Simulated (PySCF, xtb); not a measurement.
W(F)5(OH) (F5HOW), SMILES [OH][W]([F])([F])([F])([F])[F], multiplicity 1. The values are those of a single conformer.

Harmonic wavenumbers (cm⁻¹) from GFN2-xTB (xtb) at its own minimum, in rising order: 102, 102, 124, 200, 200, 236, 252, 269, 269, 385, 396, 402, 402, 424, 424, 449, 542, 3560.

Q: What does B3LYP-D3(BJ)/def2-SVP (PySCF) give at its own minimum? (The exact figures need the calculation; the answer reports its results.)

A: 87, 87, 165, 191, 192, 265, 302, 315, 316, 400, 400, 673, 685, 711, 711, 737, 811, 3917. Paired by order, the mean absolute difference is 129 cm⁻¹ and the zero-point energies are 12.5 and 15.7 kcal/mol.
